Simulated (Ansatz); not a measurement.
A structure relaxed at PBE0-D4/def2-SVP in Ansatz, charge 0, singlet:

```xyz
21

Zr    0.000    0.000    0.000
O    -1.859   -0.253    0.509
Si   -3.450   -0.471    0.931
H    -3.601   -1.739    1.706
H    -4.295   -0.548   -0.297
H    -3.914    0.674    1.772
O     1.154   -0.553    1.463
Si    2.137   -1.013    2.720
H     1.570   -2.220    3.393
H     2.241    0.096    3.715
H     3.502   -1.335    2.205
O     0.312    1.877   -0.398
Si    0.593    3.478   -0.736
H     0.172    3.783   -2.137
H     2.048    3.780   -0.588
H    -0.182    4.340    0.206
O     0.392   -1.071   -1.575
Si    0.720   -1.994   -2.915
H     0.249   -1.290   -4.145
H     0.019   -3.309   -2.808
H     2.191   -2.233   -3.021
```

Question: Give its formula.

Answer: ZrSi₄O₄H₁₂.

Question: Summarise the bond lengths by kind (pairs closer than 1.2 times the sum of covalent radii, bridged metal pairs left out).

Answer: 4 × O–Zr 1.94 Å; 4 × O–Si 1.66 Å; 12 × H–Si 1.49 Å. The metal has 4 neighbours: O 1.94 Å, O 1.94 Å, O 1.94 Å, O 1.94 Å.

In the def2 sets Zr takes a core potential; there is no spin–orbit coupling.
